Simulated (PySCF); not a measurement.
# Excitation energy of N⁺ by level of theory

N⁺ [He] 2s2 2p2 (3P) → N⁺ [He] 2s1 2p2 3d1 (high-spin determinant), as a difference of total energies. Calculation: PySCF 2.14, in aug-cc-pCVTZ-DK with one added diffuse shell each of s, p, d, f type (8s7p5d3f, 75 functions); scalar relativity by spin-free X2C-1e. Correlated levels: valence and next inner shell: nothing frozen. The calculations carry no spin-orbit coupling.

| method | excitation energy (eV) |
| --- | --- |
| UHF | 28.042 |
| MP2 (valence and next inner shell) | 29.648 |
| SCS-MP2 (valence and next inner shell) | 30.020 |
| CCSD (valence and next inner shell) | 30.046 |
| CCSD(T) (valence and next inner shell) | 30.087 |

Task: How much does correlation contribute at CCSD(T) (valence and next inner shell)?

Result: 30.087 − (28.042) = 2.045 eV, measured against UHF.

The upper state lies above the first ionisation limit, but in LS coupling its spin forbids autoionisation to the ground ion. A Rydberg-like electron needs more diffuse functions than a valence basis has.

The promoted electron is Rydberg-like, and one or two diffuse shells describe it only roughly, which tends to raise the upper state.

The determinant of the upper state mixes LS terms, which raises its energy above the lowest term, most at the Hartree-Fock and MP2 levels.
